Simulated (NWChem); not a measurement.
Molecule: C$_{2}$H$_{6}$ClFSi; SMILES F[C@H]([SiH3])CCl

```xyz
11

F     -1.5194    -0.3177     0.1412
C     -0.2209    -0.4004    -0.3297
Si     0.3850    -2.1937    -0.0225
C      0.6352     0.6413     0.3406
Cl     0.1275     2.3059    -0.0726
H     -0.2402    -0.2044    -1.4177
H      1.7430    -2.3710    -0.6217
H     -0.5800    -3.1315    -0.6621
H      0.4484    -2.4463     1.4472
H      1.6849     0.5311     0.0319
H      0.5749     0.5485     1.4343
```
Atoms are numbered in this order, from 1.

Results from NWChem. Pople sets run with spherical d functions. Medium grid unless said otherwise, to which SCAN and Minnesota functionals are sensitive. Structure relaxed at the PBE0/def2-SVP level. Hybrids' shares of exact exchange are those that their runs print; pure functionals count as 0. The functionals differ in more than this share.

```csv
row,share of exact exchange,highest occupied level (eV)
PBE/6-31G*,0.00,-6.83
"LDA (Slater exchange, PW92)/6-31G*",0.00,-6.93
B3LYP/6-31G*,0.20,-8.01
PBE0/6-31G*,0.25,-8.31
M05-2X/6-31G*,0.56,withheld
```

Q: Fit a straight line of the last column on the one before it, predict the withheld value, and compare with the run.

A: 
1. Means of the 4 shown rows: x = 0.113, y = -7.520. Slope Σ(x − x̄)(y − ȳ)/Σ(x − x̄)² = -0.2955/0.05188 = -5.696; intercept -6.879.
2. The shown rows scatter about the line by 0.036 (root mean square); the largest residual is -0.05, at LDA (Slater exchange, PW92)/6-31G*.
3. At x = 0.56 (M05-2X/6-31G*; beyond the shown range) the line gives -10.07.
4. The run gives -9.69, +0.38 from the line, 10.6 times the scatter.
